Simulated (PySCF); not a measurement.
## SbF⁻: energy against distance

Set-up: basis Sb aug-cc-pVDZ-PP with ECP28, F aug-cc-pVDZ; scalar-relativistic core potentials; PySCF 2.14. Energies in eV from Sb + F⁻ in their ground configurations at the same level. State: ²Π (doublet), unpaired electrons π ↑.

```csv
R (Å),M06,LDA,UHF-MP2,PBE0
1.757,-1.223,-1.536,-0.375,-0.882
1.839,-1.773,-2.053,-0.925,-1.417
1.920,-2.067,-2.319,-1.215,-1.698
1.982,-2.171,-2.404,-1.314,-1.791
2.043,-2.204,-2.418,-1.341,-1.814
2.104,-2.185,-2.380,-1.314,-1.784
2.186,-2.102,-2.275,-1.220,-1.688
2.288,-1.941,-2.087,-1.043,-1.511
2.411,-1.705,-1.822,-0.786,-1.258
2.574,-1.369,-1.455,-0.423,-0.905
```

Q: Put a parabola through the three lowest points of the M06 curve and estimate Re, k and ωe (reduced mass 16.42 u; 1 eV/Å² = 0.16022 mdyn/Å; ωe = 1302.8·√(k/μ) cm⁻¹).

A: Through R = 1.982, 2.043, 2.104 Å the second-order coefficient is 6.99 eV/Å², so Re ≈ 2.051 Å, k ≈ 2.24 mdyn/Å and ωe ≈ 481 cm⁻¹. A polynomial fit of higher order to the unrounded M06 energies gives Re = 2.048 Å, k = 2.16 mdyn/Å, ωe = 473 cm⁻¹; anharmonicity and rounding make the difference.

The higher-order fit for each curve: M06: Re = 2.048 Å, ωe = 473 cm⁻¹, De = 2.20 eV; LDA: Re = 2.026 Å, ωe = 496 cm⁻¹, De = 2.42 eV; UHF-MP2: Re = 2.040 Å, ωe = 488 cm⁻¹, De = 1.34 eV; PBE0: Re = 2.036 Å, ωe = 488 cm⁻¹, De = 1.81 eV.

Correlated steps freeze 5 core orbitals. Correlated levels converge slowly with the basis: in double zeta they bind strong bonds too weakly, by up to about 1 eV, and carry superposition errors of some tenths. Spin–orbit coupling is left out, which matters for elements this heavy, above all for dissociation energies. For an ion De counts to the pair picked by the measured ionisation energies or electron affinities, which need not be the lowest pair at this level. Counting both spins, an empty level lies below a filled one in some of these solutions, because spin and occupation are held. The highest Kohn–Sham level is positive in this anion. Much of that is self-interaction error, but it also means that the finite basis helps to hold the extra electron. The state was picked by a PBE0 search and need not be the measured ground state.
